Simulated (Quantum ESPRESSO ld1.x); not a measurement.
Results of a calculation; reference values are marked as such.
One sound ld1.x (Quantum ESPRESSO 7.5) input for neutral hafnium gives E = -15073.663 hartree in 31 iterations:

```
 &input
    zed=72.0,
    iswitch=1,
    rel=1,
    dft='PBESOL',
    config='[Xe] 4f14 5d2 6s2',
    verbosity='high',
    prefix='ld1',
    max_out_wfc=37,
    file_charge='ld1.rho',
 /
```

Changed or added lines, one case at a time, and what came of them:

- rel=2 lsd=1: refused. The program stops in ld1_readin with "local spin density and spin-orbit not allowed": spin polarisation goes with rel = 0 or 1 alone.
- lsd=2: refused. The program stops in ld1_readin with "lsd not correct": lsd takes 0 or 1.
- config='[Xe] 4f14 5d2 6s2 7d-1': harmless. A negative occupation marks a state as unused; the result equals that of the sound run.
- tr2=1e-25: usable despite the warning. The threshold lies below the rounding noise, so the cycle runs to its limit and warns, but the energy differs from the sound run by less than 1e-5 hartree.
- xmin=-12.0: usable despite the warning. The mesh starts very near the nucleus, where rounding noise provokes warnings (final residual 9e-15); the energy differs from the default mesh by -8.05e-05 hartree, which is rather the error of the default start.
- dx=0.002: refused. The program stops in do_mesh with "ndmx is too small": the mesh holds 3500 points at most, so dx, xmin and rmax must fit that.
- dx=0.1: inaccurate. The radial step is too large to integrate the orbitals; the run ends without a warning, but the energy is off by -0.288 hartree against the default mesh.
